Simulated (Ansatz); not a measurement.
A run on Cl3FOW (`[O]=[W]([F])([Cl])([Cl])[Cl]`) with other settings.

```yaml
crystal:
  periodic: [false, false, false]
  atoms:
    - {symbol: O, position_ang: [-1.740536, -0.119296, 0.063364]}
    - {symbol: W, position_ang: [-0.074207, -0.039505, 0.035779]}
    - {symbol: F, position_ang: [0.437780, -0.935590, 1.582574]}
    - {symbol: Cl, position_ang: [0.616725, -1.930757, -1.037915]}
    - {symbol: Cl, position_ang: [0.329593, 1.114677, -1.887938]}
    - {symbol: Cl, position_ang: [0.472644, 1.846570, 1.198036]}
basis:
  gaussian: {orbitals: def2-SVPD, point_charges: [{charge: 0.50, position_ang: [4.555, -0.841, 0.058]}]}
total_charge: 1
magnetization: {spin_polarized: false, initial_magnetization: 1}
hamiltonian: {xc: {name: B3LYP5}}
```

```sh
$ ansatz run in.yaml --threads 4 --pin off --events-out ev --progress --plain --max-ram 10444MiB
```

It prints (some lines left out):

```
Functional definition: B3LYP5
1497 factors; integrals over basis functions are off by at most 6.1e-4 eV
mean field evaluation 1: about -44112.2026 eV, gradient 9.8e1 eV
mean field evaluation 2: about -44112.3167 eV, gradient 9.8e1 eV
mean field evaluation 4: about -44125.7018 eV, gradient 4.0e1 eV
mean field evaluation 8: about -44128.5755 eV, gradient 1.6e1 eV
mean field evaluation 16: about -44129.6998 eV, gradient 1.1e-1 eV
mean field evaluation 64: about -44129.5285 eV, gradient 1.4e0 eV
mean field evaluation 96: about -44128.8736 eV, gradient 2.5e0 eV
mean field -44129.69980531 eV, -1621.7365556601 hartree, gradient 2.3e-5 eV, S^2 0.750000; 10 other end points of the search recorded, 0 dependent functions left out
reference -44129.70009887 eV, -1621.7365664486 hartree; 41, 40 occupied and 121, 122 virtual orbitals, 1497 factors
Total energy: -44129.70009887 eV, -1621.7365664486 hartree
```

It took 18 s on 4 threads of an Arm Neoverse V2 on a shared host, with 0.7 GiB of host memory at the peak.
